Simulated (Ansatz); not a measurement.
Correlation energies of `N[Si@@H](F)O[Si@@H](N)F` by basis set

Cartesian coordinates in Å:
```
N 2.1305 0.5999 1.4479
Si 1.3987 0.8515 -0.0541
F 2.2569 0.3188 -1.2932
O 0.0095 0.0152 -0.0552
Si -1.2288 -0.6006 -0.9018
N -2.4251 -1.0346 0.2095
F -1.6829 0.5280 -1.9390
H 2.0860 -0.2939 1.9088
H 2.9323 1.1349 1.7363
H 1.2091 2.2926 -0.2940
H -0.8494 -1.7634 -1.7229
H -2.6081 -0.4758 1.0265
H -3.2285 -1.5725 -0.0688
```

Charge 0, multiplicity 1. The geometry is a stationary point of PBE0-D4/def2-TZVP. It is one conformer, not always the lowest. Frozen core, restricted reference, Ansatz 0.2.0. CBS rows extrapolate triple and quadruple zeta; past MP2 they add the triple-zeta difference.

| basis | HF (Eh) | MP2 corr. |
| --- | --- | --- |
| def2-SVP | -963.81792 | -1.07003 |
| def2-TZVPP | -964.54385 | -1.38789 |
| def2-QZVPP | -964.58292 | -1.50677 |

Estimate the CCSD correlation energy and the (T) correction in each basis where they were run (hartree).


```
     basis  CCSD corr.       (T)
  def2-SVP    -1.11426  -0.02185
def2-TZVPP    -1.42016  -0.04680
 CBS(def2)    -1.62712     as TZ
```
